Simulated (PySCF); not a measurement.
Ga(PH2)3 (GaH6P3), SMILES [PH2][Ga]([PH2])[PH2]. Geometry optimised at PBE0-D3(BJ)/def2-SVP. The structure was generated by enumeration; whether it is a known compound was not checked. One conformer was computed; it need not be the lowest.

Computed equilibrium geometry at PBE0-D3(BJ)/def2-SVP (PySCF confirms it by a frequency run) as Cartesian coordinates in Å, and its point group (one conformer of several):
point group Cs.
```xyz
10

Ga     0.0180     0.0041     0.0000
P     -0.1276     1.1567    -2.0109
H      0.8561     2.1310    -1.6606
H      0.7917     0.3013    -2.6915
P      0.1112    -2.3176     0.0000
H     -0.8451    -2.4642     1.0509
H     -0.8451    -2.4642    -1.0509
P     -0.1276     1.1567     2.0109
H      0.7917     0.3013     2.6915
H      0.8561     2.1310     1.6606
```
